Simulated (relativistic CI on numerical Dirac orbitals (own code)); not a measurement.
**Slater and spin-orbit integrals, Ni III**

These numbers are calculated, not measured: Dirac-Coulomb-Breit CI, orbitals from a KLI potential per configuration, model QED (radiative potential, 1s self-energy scaled to tabulated hydrogen-like ionisation energies), valence Slater integrals scaled by 0.85, P86 correlation energy added to each configuration (own radial code, finite nucleus).

Slater integrals F^k, G^k are unscaled and averaged over j, outside the closed core [Ne] 3s2; ζ comes from projecting the Hamiltonian with its Breit term on Σ l·s of the shell.

- 3p⁶3d⁸: F^2(3d,3d) = 98162, F^4(3d,3d) = 60912, ζ(3d) = 644.21 cm⁻¹; <r>(3d) = 0.9529, <r^2>(3d) = 1.169 (bohr units).
- 3p⁶3d⁷4s: F^2(3d,3d) = 104400, F^4(3d,3d) = 65061, ζ(3d) = 711.08, G^2(3d,4s) = 12286 cm⁻¹; <r>(3d) = 0.9045, <r^2>(3d) = 1.043, <r>(4s) = 2.277, <r^2>(4s) = 5.9 (bohr units).
- 3p⁶3d⁷4p: F^2(3d,3d) = 105080, F^4(3d,3d) = 65517, ζ(3d) = 717.87, F^2(3d,4p) = 20263, G^1(3d,4p) = 7967.5, G^3(3d,4p) = 6838.1, ζ(4p) = 749.23 cm⁻¹; <r>(3d) = 0.8995, <r^2>(3d) = 1.028, <r>(4p) = 2.733, <r^2>(4p) = 8.526 (bohr units).

Problem. Give the Racah parameters of the d shell in 3p⁶3d⁸.

Solution. B = F²/49 − 5F⁴/441 = 1313 cm⁻¹ and C = 35F⁴/441 = 4834 cm⁻¹; values fitted to spectra at such low charge are typically 15 to 30 % smaller.

In this model ζ of a weakly bound d, f or g electron outside closed shells comes out too small, for d by up to a factor of two or three and at times with the wrong sign; that of an outer p electron is too small as well.

Correlation outside the listed configurations is missing or only estimated: errors of thousands of cm⁻¹ between configurations and terms are usual at this charge. Rates and lifetimes follow the computed energies and can be off by large factors. The fine structure of a lone outer electron comes out too small, for d and f at times inverted, and misplaced configurations move strength between like terms. 61 of the 61 excited levels that our extract of the measured tables holds in this range could be paired (the sources list more); they are missed by 3664 cm⁻¹ on average and 5494 at most, and levels without a partner can miss by more.

Averages of the first 10 configurations, taken without configuration mixing, which lowers the lowest level and can move excited configurations by several eV; other configurations of the list can lie among them:

| Configuration | Parity | States | Average energy above the lowest level (eV) |
| --- | --- | --- | --- |
| 3p⁶3d⁸ | even | 45 | 1.5 |
| 3p⁶3d⁷4s | even | 240 | 9.5 |
| 3p⁶3d⁷4p | odd | 720 | 16.4 |
| 3p⁶3d⁶4s² | even | 210 | 23.5 |
| 3p⁶3d⁷5s | even | 240 | 24.6 |
| 3p⁶3d⁷4d | even | 1200 | 24.7 |
| 3p⁶3d⁷5p | odd | 720 | 26.9 |
| 3p⁶3d⁶4s4p | odd | 2520 | 29.8 |
| 3p⁶3d⁷4f | odd | 1680 | 29.6 |
| 3p⁶3d⁷5d | even | 1200 | 30.1 |
